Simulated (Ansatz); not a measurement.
Ansatz (an electronic-structure program) input:

Ansatz 0.2 input:
```yaml
crystal:
  periodic: [false, false, false]
  atoms:
    - {symbol: C, position_ang: [1.47908072, 0.85317005, -0.11463435]}
    - {symbol: C, position_ang: [0.40518717, 1.63386135, -0.30828621]}
    - {symbol: Si, position_ang: [-1.36645148, 1.02998598, -0.28975356]}
    - {symbol: C, position_ang: [-1.37455358, -0.85158361, -0.30906037]}
    - {symbol: C, position_ang: [-0.36524230, -1.44476024, 0.69955445]}
    - {symbol: Si, position_ang: [1.40803019, -0.97510654, 0.28042129]}
    - {symbol: H, position_ang: [2.46500795, 1.31492567, -0.17514160]}
    - {symbol: H, position_ang: [0.57161767, 2.69309425, -0.50642359]}
    - {symbol: H, position_ang: [-2.08501298, 1.58099860, -1.46662152]}
    - {symbol: H, position_ang: [-2.05262827, 1.53722347, 0.92811207]}
    - {symbol: H, position_ang: [-2.38712185, -1.21143484, -0.10482586]}
    - {symbol: H, position_ang: [-1.13416785, -1.18371212, -1.32416064]}
    - {symbol: H, position_ang: [-0.58424988, -1.08441486, 1.70985642]}
    - {symbol: H, position_ang: [-0.45088482, -2.53442939, 0.74181138]}
    - {symbol: H, position_ang: [2.32201697, -1.26817877, 1.41342640]}
    - {symbol: H, position_ang: [1.88648906, -1.75650941, -0.89082242]}
basis:
  gaussian:
    orbitals: def2-SVP
hamiltonian:
  xc: {name: PBE0}
```

Problem. What final total energy does it print?

Solution. -736.68063 Eh (PBE0/def2-SVP). The basis has 142 functions.
